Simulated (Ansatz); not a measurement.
Problem. Predict a relaxed structure of Ti(OH)Cl3 (TiCl3OH), charge 0, singlet, at r2SCAN-D4/def2-SVP (Ansatz).

Solution. 
```xyz
6

Ti   -0.249   -0.239   -0.151
O     0.898    0.854    0.539
H     1.533    1.466    0.928
Cl   -0.829    0.482   -2.131
Cl   -2.010   -0.344    1.139
Cl    0.657   -2.220   -0.325
```
Point group C3v (tolerance 0.1 Å). The metal has 4 neighbours: O 1.73 Å, Cl 2.19 Å, Cl 2.19 Å, Cl 2.19 Å. This is one stationary point.
